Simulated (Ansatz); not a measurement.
C2H8BFSi, SMILES `BC[SiH2]CF`. Charge 0, multiplicity 1. Geometry: relaxed with PBE0-D4/def2-TZVP. It is one conformer, not always the lowest.

```xyz
13

B     1.734   -1.516    0.118
C     0.313   -1.084   -0.261
Si    0.132    0.734    0.222
C    -1.640    1.291   -0.157
F    -2.553    0.477    0.506
H     1.980   -1.897    1.227
H     2.634   -1.413   -0.666
H    -0.484   -1.572    0.309
H     0.092   -1.111   -1.332
H     0.406    0.929    1.669
H     1.045    1.605   -0.568
H    -1.852    1.234   -1.231
H    -1.807    2.324    0.164
```

(1) What is the dipole moment at r2SCAN/def2-TZVPP? (Estimate.)

(2) And with PBE, B3LYP, ωB97M-V? (An estimate is asked.)

(3) Give the Mulliken charges with r2SCAN, B3LYP, PBE in def2-TZVPP. (Estimate.)

Answers

(1) Ansatz gave: 1.46 D, with components (-0.17, 0.91, -1.12) D in this frame, pointing from negative to positive charge.

(2) Ansatz gave: PBE 1.48 D, B3LYP 1.46 D, ωB97M-V 1.43 D.

(3) Ansatz gave: 
```csv
atom,r2SCAN,B3LYP,PBE
B1,-0.05,-0.12,-0.11
C2,-0.21,-0.24,-0.21
Si3,0.28,0.28,0.20
C4,0.04,-0.02,-0.03
F5,-0.25,-0.26,-0.21
H6,0.01,0.04,0.02
H7,0.00,0.03,0.02
H8,0.10,0.12,0.13
H9,0.08,0.10,0.11
H10,-0.06,-0.06,-0.05
H11,-0.07,-0.07,-0.06
H12,0.06,0.09,0.09
H13,0.06,0.10,0.10
```

B3LYP here is the variant with VWN-RPA as its local correlation; programs differ in this.
